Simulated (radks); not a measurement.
The nuclear charge of the platinum ion Pt+ is varied continuously with 77 electrons held in [Xe] 4f14 5d9. Method: Dirac Kohn-Sham, PBEsol, spin-unpolarised, spherical densities, point nucleus; open shells fill j = l - 1/2 first; computed with a radial shooting solver on a logarithmic mesh with Libxc functionals. By the Hellmann-Feynman theorem dE/dZ = E(electron-nucleus)/Z, the electronic potential at the nucleus.

Z     E (hartree)  E(electron-nucleus)/Z (hartree)   HOMO  e(HOMO) (eV)  <r> HOMO (bohr)
77.5  -18145.6012                         -588.294  5d5/2        -8.255            1.783
77.6  -18204.4912                         -589.506  5d5/2        -9.299            1.760
77.7  -18263.5024                         -590.718  5d5/2       -10.372            1.738
77.8  -18322.6349                         -591.931  5d5/2       -11.473            1.717
77.9  -18381.8886                         -593.145  5d5/2       -12.602            1.696
78    -18441.2638                         -594.359  5d5/2       -13.757            1.677
78.1  -18500.7605                         -595.574  5d5/2       -14.938            1.659
78.2  -18560.3787                         -596.790  5d5/2       -16.144            1.641
78.3  -18620.1185                         -598.006  5d5/2       -17.375            1.624
78.4  -18679.9800                         -599.224  5d5/2       -18.629            1.608
78.5  -18739.9633                         -600.442  5d5/2       -19.907            1.592
78.6  -18800.0685                         -601.661  5d5/2       -21.208            1.576
78.7  -18860.2956                         -602.881  5d5/2       -22.531            1.562
78.8  -18920.6448                         -604.102  5d5/2       -23.876            1.547
78.9  -18981.1161                         -605.324  5d5/2       -25.242            1.534
79    -19041.7097                         -606.547  5d5/2       -26.630            1.520

The central difference of E at Z = 78 is -594.359 hartree, to compare with the third column; the second derivative is -12.1 hartree.
